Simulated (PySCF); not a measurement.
**Spin-rotation constants: SMILES C=Cc1ccccc1CN, C₉H₁₁N**

Molfile (atoms numbered from 1):
```
C9H11N
     RDKit          3D

 21 21  0  0  0  0  0  0  0  0999 V2000
    1.5129   -0.4853   -2.3609 C   0  0  0  0  0  0  0  0  0  0  0  0
    1.3141   -0.6370   -1.0588 C   0  0  0  0  0  0  0  0  0  0  0  0
    0.5336    0.2827   -0.2280 C   0  0  0  0  0  0  0  0  0  0  0  0
    0.5832    1.6538   -0.4733 C   0  0  0  0  0  0  0  0  0  0  0  0
   -0.1412    2.5439    0.2954 C   0  0  0  0  0  0  0  0  0  0  0  0
   -0.9330    2.0729    1.3288 C   0  0  0  0  0  0  0  0  0  0  0  0
   -0.9909    0.7142    1.5830 C   0  0  0  0  0  0  0  0  0  0  0  0
   -0.2632   -0.1918    0.8241 C   0  0  0  0  0  0  0  0  0  0  0  0
   -0.4127   -1.6735    1.0803 C   0  0  0  0  0  0  0  0  0  0  0  0
   -1.1092   -2.3916    0.0192 N   0  0  0  0  0  0  0  0  0  0  0  0
    1.0793    0.3324   -2.9124 H   0  0  0  0  0  0  0  0  0  0  0  0
    2.1028   -1.1840   -2.9296 H   0  0  0  0  0  0  0  0  0  0  0  0
    1.7398   -1.4934   -0.5506 H   0  0  0  0  0  0  0  0  0  0  0  0
    1.2164    2.0198   -1.2680 H   0  0  0  0  0  0  0  0  0  0  0  0
   -0.0851    3.6036    0.0932 H   0  0  0  0  0  0  0  0  0  0  0  0
   -1.5029    2.7617    1.9346 H   0  0  0  0  0  0  0  0  0  0  0  0
   -1.6107    0.3456    2.3889 H   0  0  0  0  0  0  0  0  0  0  0  0
   -0.9762   -1.8297    2.0043 H   0  0  0  0  0  0  0  0  0  0  0  0
    0.5683   -2.1435    1.2035 H   0  0  0  0  0  0  0  0  0  0  0  0
   -0.6028   -2.2943   -0.8560 H   0  0  0  0  0  0  0  0  0  0  0  0
   -2.0314   -1.9894   -0.1180 H   0  0  0  0  0  0  0  0  0  0  0  0
  1  2  2  0
  2  3  1  0
  3  4  2  0
  4  5  1  0
  5  6  2  0
  6  7  1  0
  7  8  2  0
  8  9  1  0
  9 10  1  0
  8  3  1  0
  1 11  1  0
  1 12  1  0
  2 13  1  0
  4 14  1  0
  5 15  1  0
  6 16  1  0
  7 17  1  0
  9 18  1  0
  9 19  1  0
 10 20  1  0
 10 21  1  0
M  END
```

Level of theory: GIAO PBE/pcSseg-1 magnetisability, rotational g tensor and spin-rotation constants, non-relativistic, gas phase (PySCF 2.14.0). Geometry: GFN2-xTB.

Give the nuclear spin-rotation constants along the inertial axes (H = +C I·J) beside the isotropic shieldings.

Rotational constants 1.7330, 1.3428, 0.8090 GHz. A star marks the isotopologue with that one atom substituted, in its own axes.
```
atom  isotope  Caa (kHz)  Cbb (kHz)  Ccc (kHz)  mean (kHz)  σ (ppm)
 N10      14N      0.084      0.073      0.044       0.067    207.2
 H11       1H     -0.077     -0.081     -0.011      -0.056     25.8
 H12       1H      0.104     -0.109     -0.082      -0.029     26.1
 H13       1H     -0.023     -0.094     -0.004      -0.040     24.1
 H14       1H     -0.164      0.151     -0.084      -0.032     24.1
 H15       1H      0.061     -0.037     -0.077      -0.018     24.2
 H16       1H      0.131     -0.091     -0.078      -0.013     24.2
 H17       1H     -0.168      0.148     -0.085      -0.035     24.4
 H18       1H     -0.164      0.062     -0.084      -0.062     28.0
 H19       1H     -0.100     -0.113      0.003      -0.070     27.2
 H20       1H     -0.154     -0.011     -0.092      -0.086     30.3
 H21       1H     -0.169     -0.159     -0.009      -0.113     31.2
  C1     13C*      0.694      0.317      0.222       0.411     61.0
  C2     13C*      0.756      0.371      0.251       0.459     38.0
  C3     13C*      0.790      0.570      0.106       0.488     41.5
  C4     13C*      0.615      0.642      0.104       0.454     51.7
  C5     13C*      0.759      0.527      0.101       0.463     52.2
  C6     13C*      0.802      0.498      0.105       0.468     50.6
  C7     13C*      0.590      0.630      0.121       0.447     52.2
  C8     13C*      0.775      0.617      0.110       0.501     34.5
  C9     13C*      0.334      0.280      0.168       0.261    127.9
```
For the geometry as given, no vibrational averaging.
